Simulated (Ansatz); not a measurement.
```yaml
crystal:
  periodic: [false, false, false]
  atoms:
    - {symbol: C, position_ang: [0.169882, -0.380799, -2.239232]}
    - {symbol: O, position_ang: [0.481942, 0.016998, -1.027898]}
    - {symbol: C, position_ang: [-0.461007, 0.197257, -0.273436]}
    - {symbol: O, position_ang: [-1.523600, 0.049500, -0.554432]}
    - {symbol: C, position_ang: [-0.067965, 0.614823, 0.995662]}
    - {symbol: C, position_ang: [0.742667, -0.339355, 1.619490]}
    - {symbol: O, position_ang: [-1.115621, 0.861343, 1.700571]}
    - {symbol: H, position_ang: [-0.416582, 0.296845, -2.690452]}
    - {symbol: H, position_ang: [-0.312850, -1.259823, -2.206150]}
    - {symbol: H, position_ang: [1.038133, -0.474988, -2.727041]}
    - {symbol: H, position_ang: [0.464681, 1.465624, 0.869558]}
    - {symbol: H, position_ang: [0.249506, -1.210155, 1.709037]}
    - {symbol: H, position_ang: [1.588523, -0.489880, 1.100895]}
    - {symbol: H, position_ang: [0.977008, -0.015410, 2.539644]}
    - {symbol: H, position_ang: [-1.814717, 0.668028, 1.183793]}
basis:
  gaussian: {orbitals: aug-cc-pVTZ}
total_charge: -1
magnetization: {spin_polarized: true, initial_magnetization: 1}
hamiltonian: {xc: {name: B3LYP5}}
```

```sh
$ ansatz run in.yaml --threads 4 --pin off --events-out ev --progress --plain --max-ram 11315MiB
```

Shortened log:

```
Functional definition: B3LYP5
1957 factors; their error is unknown
mean field evaluation 1: about -10400.3298 eV, gradient 5.7e1 eV
mean field evaluation 2: about -10366.0203 eV, gradient 9.5e1 eV
mean field evaluation 4: about -10413.7770 eV, gradient 9.2e0 eV
mean field evaluation 8: about -10414.2694 eV, gradient 3.5e-1 eV
mean field evaluation 16: about -10414.2440 eV, gradient 5.9e-3 eV
mean field evaluation 32: about -10414.2440 eV, gradient 4.7e-5 eV
mean field -10414.24395769 eV, -382.7164064169 hartree, gradient 7.4e-6 eV, S^2 0.750015; 10 other end points of the search recorded, 0 dependent functions left out
reference -10414.24417840 eV, -382.7164145281 hartree; 29, 28 occupied and 477, 478 virtual orbitals, 1957 factors
Total energy: -10414.24417840 eV, -382.7164145281 hartree
```

Hardware: 4 threads of an Arm Neoverse V2 on a shared host. Wall time 3.1 min, peak host memory 5.1 GiB.
